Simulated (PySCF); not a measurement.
A calculated (PBE, PySCF 2.14, aug-cc-pwCVTZ, the non-relativistic Hamiltonian (point nucleus)) atom or ion has these occupied shells.

```json
{"shell": "1s α", "electrons": "1", "orbital energy (eV)": "-5845.6", "rms radius, mean of both spins (bohr)": "0.0743"}
{"shell": "1s β", "electrons": "1", "orbital energy (eV)": "-5845.6", "rms radius, mean of both spins (bohr)": "0.0743"}
{"shell": "2s α", "electrons": "1", "orbital energy (eV)": "-670.29", "rms radius, mean of both spins (bohr)": "0.322"}
{"shell": "2s β", "electrons": "1", "orbital energy (eV)": "-668.74", "rms radius, mean of both spins (bohr)": "0.322"}
{"shell": "2p α", "electrons": "3", "orbital energy (eV)": "-571.26", "rms radius, mean of both spins (bohr)": "0.289"}
{"shell": "2p β", "electrons": "3", "orbital energy (eV)": "-570.08", "rms radius, mean of both spins (bohr)": "0.289"}
{"shell": "3s α", "electrons": "1", "orbital energy (eV)": "-85.807", "rms radius, mean of both spins (bohr)": "0.973"}
{"shell": "3s β", "electrons": "1", "orbital energy (eV)": "-81.765", "rms radius, mean of both spins (bohr)": "0.973"}
{"shell": "3p α", "electrons": "3", "orbital energy (eV)": "-58.262", "rms radius, mean of both spins (bohr)": "1.04"}
{"shell": "3p β", "electrons": "3", "orbital energy (eV)": "-54.246", "rms radius, mean of both spins (bohr)": "1.04"}
{"shell": "3d α", "electrons": "4", "orbital energy (eV)": "-15.306", "rms radius, mean of both spins (bohr)": "1.43"}
{"shell": "4s α", "electrons": "1", "orbital energy (eV)": "-11.956", "rms radius, mean of both spins (bohr)": "3.11"}
```

**Question.** Name the element and its charge.

**Answer.** Cr⁺ (chromium, charge +1), in [Ar] 3d4 4s1, high-spin 6D determinant (an excited configuration).
